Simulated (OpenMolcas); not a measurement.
# C III: CASPT2 settings compared

| Property | Result |
| --- | --- |
| Program | OpenMolcas |
| Basis | ANO-RCC-VDZ [3s2p] |
| Scalar Hamiltonian | DKH3, point nucleus |
| Active space | 2 electrons in 8 orbitals (2s 2p 3s 3p) |
| State averaging | 2S+1 = 1 even, 7 roots; 2S+1 = 3 even, 3 roots kept (CI in the orbitals of an earlier block); 2S+1 = 1 odd, 3 roots; 2S+1 = 3 odd, 3 roots kept (CI in the orbitals of an earlier block) |
| Spin-orbit coupling | state interaction with AMFI integrals over the reference wave functions, term energies averaged over their components |

Methods on the same reference wave functions:
A. CASSCF
B. SS-CASPT2, IPEA 0.5 Eh, real shift 0.4 Eh (closed shells correlated: 1s)
C. SS-CASPT2, IPEA 0.15 Eh, no level shift (closed shells correlated: 1s)
D. MS-CASPT2, IPEA 0.15 Eh, no level shift (closed shells correlated: 1s)
E. MS-CASPT2, IPEA 0.5 Eh, real shift 0.4 Eh (closed shells correlated: 1s)
F. XMS-CASPT2, IPEA 0.1 Eh, real shift 0.1 Eh (closed shells correlated: none)

Energies in cm⁻¹ above 2s² ¹S₀, the measured ground level; measured values from Moore, Selected Tables of Atomic Spectra, NSRDS-NBS 3, section 3.

```json
{"Level": "2s² ¹S₀", "A": "0.0", "B": "0.0", "C": "0.0", "D": "0.0", "E": "0.0", "F": "0.0", "Measured": "0.0"}
{"Level": "2s 2p ³P°₀", "A": "53429", "B": "53413", "C": "53412", "D": "53412", "E": "53413", "F": "53429", "Measured": "52367"}
{"Level": "2s 2p ³P°₁", "A": "53456", "B": "53440", "C": "53439", "D": "53439", "E": "53440", "F": "53456", "Measured": "52391"}
{"Level": "2s 2p ³P°₂", "A": "53509", "B": "53493", "C": "53492", "D": "53492", "E": "53493", "F": "53509", "Measured": "52447"}
{"Level": "2s 2p ¹P°₁", "A": "113356", "B": "113324", "C": "113322", "D": "113322", "E": "113324", "F": "113356", "Measured": "102352"}
{"Level": "2p² ³P₀", "A": "139363", "B": "139295", "C": "139293", "D": "139293", "E": "139295", "F": "139363", "Measured": "137426"}
{"Level": "2p² ³P₁", "A": "139389", "B": "139321", "C": "139319", "D": "139319", "E": "139321", "F": "139389", "Measured": "137454"}
{"Level": "2p² ³P₂", "A": "139441", "B": "139372", "C": "139370", "D": "139370", "E": "139372", "F": "139441", "Measured": "137502"}
{"Level": "2p² ¹D₂", "A": "156124", "B": "156167", "C": "156168", "D": "156168", "E": "156167", "F": "156124", "Measured": "145876"}
{"Level": "2p² ¹S₀", "A": "192606", "B": "192573", "C": "192574", "D": "192574", "E": "192574", "F": "192606", "Measured": "182520"}
```

Deviations, from unrounded energies. A percentage is the sum of absolute deviations over the sum of measured energies, with the sign that they share, or ± where signs differ.

```json
{"Against measurement": "mean absolute deviation (cm-1)", "Levels": "9", "A": "4500", "B": "4500", "C": "4500", "D": "4500", "E": "4500", "F": "4500"}
{"Against measurement": "other configurations (%)", "Levels": "9", "A": "+4.0", "B": "+4.0", "C": "+4.0", "D": "+4.0", "E": "+4.0", "F": "+4.0"}
```

A, B, C, D, E, F lie about equally close to measurement. The largest miss of C in the table is 2s 2p ¹P°₁, by +11000 cm-1. The ranking rests on the paired levels alone, and a cruder setting can come out closer through cancelling errors.

Among B to F the level of the table that moves most is 2p² ³P₁, by 71 cm-1 (lowest in C, highest in F).

The two smallest mean deviations differ by little beside CASPT2's spread within terms, so their order carries little weight.

The lowest spin-free term lies below A's lowest term by 0.001 hartree in B, 0.001 hartree in C, 0.001 hartree in D, 0.001 hartree in E, 0.000 hartree in F.

Terms from blocks run as CI alone lack orbitals of their own. Active for correlation alone: 3p 3s; no level in the range computed is led by a configuration that fills them, so any true level of that kind is missing. Computed and measured levels are paired by configuration, term and J; levels that our copy of the source lacks, or whose pairing is in doubt (as where it misses far off the trend of its configuration), stay unpaired and out of the deviations. Only configurations of the active space appear.

° marks odd parity.
